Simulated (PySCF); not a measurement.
**Telling isomers of C₅H₃F₅ apart by NMR**

PySCF 2.14 calculation with geometry: GFN2-xTB and shielding tensors at PBE0/pcSseg-1 (GIAO); equivalent nuclei averaged, no relativistic terms, a single conformation, no solvent model.

Shifts are taken against calculated references (same method and geometry level): $^{1}$H (σref 31.72), $^{13}$C (σref 186.93) vs TMS. Splittings of carbon signals by F and P are missing where no couplings were computed. Where no couplings were computed, multiplicities follow the n + 1 count of equivalent neighbours, and m marks all less simple cases (inequivalent or close neighbours, rings, F or P nearby). Shifts are as computed. Against solution values, carbons near 30 ppm lie about +3 ppm off and those near 130 ppm about +5 ppm (rms about the fit 2.1 ppm; single classes can miss by 10 ppm). Of 1328 compounds with measured shifts, 309 miss one by over three times the rms of a fit or turn the order of signals round; such compounds aren't used in these exercises. Signals without a measured value on file couldn't be tested in this way; 1H shifts scatter by 0.2 ppm about their fit, and single ones miss by 0.5 ppm.

(1) Tabulate the signals of `F[C@H](C(F)(F)F)C1(F)C=C1`, `F/C=C\C=C(\F)C(F)(F)F` and their relative energies.

(2) What is the quickest way to tell F[C@H](C(F)(F)F)C1(F)C=C1 from F/C=C\C=C(\F)C(F)(F)F?

Answers

(1) 
| SMILES | carbon types | δC | δH | E rel. (kcal/mol) |
| --- | --- | --- | --- | --- |
| F[C@H](C(F)(F)F)C1(F)C=C1 | 2×C 3×CH | 132.3, 128.6, 126.0, 92.8, 75.2 | 7.80 (m, 1H), 7.58 (m, 1H), 5.65 (m, 1H) | 25.5 |
| F/C=C\C=C(\F)C(F)(F)F | 2×C 3×CH | 163.0, 155.8, 129.7, 114.9, 108.7 | 7.08 (m, 1H), 6.95 (m, 1H), 6.24 (m, 1H) | 0.0 |

Energies are electronic energies at PBE0/pcSseg-1 on these geometries, without zero-point or thermal terms, each for the one conformer computed, which needn't be the lowest.

(2) Both give the same number of carbon signals, with the same numbers of each carbon type, so the positions decide. The first has a three-membered-ring carbon (C) at 75.2 ppm, the second an alkene CH at 163.0 ppm. Their most deshielded carbons lie at 132.3 and 163.0 ppm. In the proton spectra the most deshielded non-exchanging signals are 7.80 (m, 1H) and 7.08 (m, 1H).
